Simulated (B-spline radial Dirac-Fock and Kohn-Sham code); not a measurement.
# X-ray form factors of neutral atoms, H to S

Method: relativistic Hartree-Fock (Dirac-Fock) wave functions, averaged over the configuration. Computed with a B-spline atomic structure program. f₀ is given at the stated s = sin θ/λ in Å⁻¹. f_e(0) is the forward electron scattering factor in the Born approximation.

```csv
Z,element,f₀(0.2),f₀(0.8),f₀(0.9),f₀(1.4),f₀(2.5),f_e(0) (Å)
1,H,0.481,0.015,0.010,0.002,0.000,0.53
2,He,1.460,0.177,0.129,0.033,0.004,0.42
3,Li,1.742,0.512,0.404,0.134,0.021,3.29
4,Be,2.060,0.876,0.740,0.311,0.060,3.05
5,B,2.699,1.147,1.020,0.524,0.126,2.80
6,C,3.569,1.322,1.218,0.736,0.216,2.48
7,N,4.564,1.445,1.353,0.921,0.324,2.21
8,O,5.621,1.568,1.463,1.070,0.443,1.99
9,F,6.707,1.734,1.588,1.187,0.564,1.80
10,Ne,7.805,1.971,1.757,1.280,0.680,1.65
12,Mg,8.735,2.728,2.316,1.459,0.892,5.21
13,Al,9.158,3.220,2.711,1.571,0.979,5.90
14,Si,9.674,3.750,3.164,1.717,1.056,5.77
15,P,10.326,4.284,3.648,1.903,1.122,5.49
16,S,11.106,4.790,4.138,2.132,1.182,5.17
```
